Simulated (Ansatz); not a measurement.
CH₆BPSiZn, SMILES `PB1C[SiH]1[ZnH]`. Charge 0, multiplicity 1.

```xyz
11

P    -1.584    1.169   -1.769
B    -0.416    0.275   -0.649
C     0.152   -1.136   -0.502
Si   -0.167   -0.276    1.213
Zn    1.769   -0.013    2.509
H    -0.952    1.100   -3.034
H    -1.315    2.522   -1.473
H    -0.331   -2.006   -0.942
H     1.239   -1.225   -0.547
H    -1.469   -0.588    1.868
H     3.075    0.178    3.326
```

Q: What are the harmonic wavenumbers in cm⁻¹ at PBE0-D4/def2-TZVP (Ansatz, finite differences of forces, unscaled)? (Estimate.)

A: Ansatz gave: 40, 89, 127, 221, 267, 315, 398, 413, 438, 456, 507, 578, 615, 694, 725, 800, 852, 910, 1107, 1191, 1370, 1870, 2193, 2427, 2462, 3101, 3171.

Q: Is this a minimum?

A: Yes, all 27 modes are real.

Q: Give the ideal-gas thermochemistry at 298.15 K and 1 bar (rigid rotor, harmonic oscillator; point group C1, symmetry number 1).

A: Zero-point energy 163.5 kJ/mol; H(298) − E = 188.8 kJ/mol; entropy 390.5 J/(mol·K), of which translation 171.6, rotation 122.2, vibration 96.6; G(298) − E = 72.3 kJ/mol. Modes under 100 cm⁻¹ are hindered rotations or soft bends, so the harmonic entropy is rough.

Q: And at 400, 500, 600, 800 and 1000 K?

A: 
| T (K) | H − E (kJ/mol) | S (J/mol/K) | G − E (kJ/mol) |
| --- | --- | --- | --- |
| 400 | 203.5 | 432.9 | 30.4 |
| 500 | 219.9 | 469.3 | -14.8 |
| 600 | 237.6 | 501.6 | -63.4 |
| 800 | 276.2 | 556.9 | -169.4 |
| 1000 | 317.8 | 603.3 | -285.6 |
